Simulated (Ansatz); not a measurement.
Species: sum formula BNH3Br2 (charge +1, singlet). It need not be the lowest isomer of its formula. 
Structure (B3LYP-D3(BJ)/def2-TZVP (Ansatz, an electronic-structure program) minimum search):
```xyz
7

N     -2.0168    -0.2443     0.2027
B     -0.4675    -0.0514     0.0465
Br     0.5436    -1.6190     0.0945
Br     0.1309     1.7015    -0.1623
H     -2.5290     0.6418     0.1703
H     -2.2388    -0.7090     1.0900
H     -2.3849    -0.8530    -0.5365
```
Charge +1, spin multiplicity 1.

Parts of the frozen-core correlation energy in 6-31G* (Ansatz, hartree). Frozen orbitals: 30; correlated occupied orbitals by spin: 12 and 12; virtual: 64 and 64. Spin-orbit coupling is left out. No relativistic terms.

```json
[
 {"term": "reference (HF)", "value": "-5224.93494"},
 {"term": "MP2 opposite-spin", "value": "-0.34894"},
 {"term": "MP2 same-spin", "value": "-0.12501"},
 {"term": "CCSD correlation", "value": "-0.50865"},
 {"term": "(T)", "value": "-0.01487"},
 {"term": "T1 diagnostic", "value": "0.015"},
 {"term": "largest doubles amplitude", "value": "0.047"}
]
```
